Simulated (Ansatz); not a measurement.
Mulliken charges of C$_{2}$H$_{4}$Cl$_{2}$Si (`ClC1(Cl)C[SiH2]1`) from B3LYP/def2-TZVPP in Ansatz (PBE0-D4/def2-TZVP geometry).

| atom | x (Å) | y (Å) | z (Å) | charge (e) |
| --- | --- | --- | --- | --- |
| Cl1 | 0.161 | -1.911 | -1.369 | -0.114 |
| C2 | 0.520 | -0.686 | -0.160 | 0.071 |
| Cl3 | 2.085 | -0.924 | 0.607 | -0.114 |
| C4 | 0.221 | 0.752 | -0.586 | -0.274 |
| Si5 | -0.864 | 0.121 | 0.787 | 0.284 |
| H6 | 1.003 | 1.471 | -0.362 | 0.113 |
| H7 | -0.191 | 0.859 | -1.584 | 0.113 |
| H8 | -2.248 | -0.286 | 0.479 | -0.039 |
| H9 | -0.598 | 0.557 | 2.171 | -0.039 |

**Question.** By hand: the dipole of these point charges (1 e Å = 4.8032 D).

**Answer.** Σ q r = (-0.322, 0.356, 0.136) e Å, of length 0.499 e Å = 2.40 D.

**Question.** How does the dipole of the full density compare? (Estimate.)

**Answer.** Computed: (-0.322, 0.372, 0.128) e Å, 2.44 D; the point charges give 0.98 times that, at 2° from its direction.

Point charges leave out the atoms' own dipoles, such as those of lone pairs, and Mulliken's split depends on the basis, so the close match here is no proof of good charges.

B3LYP here is the variant with VWN-RPA as its local correlation; programs differ in this.
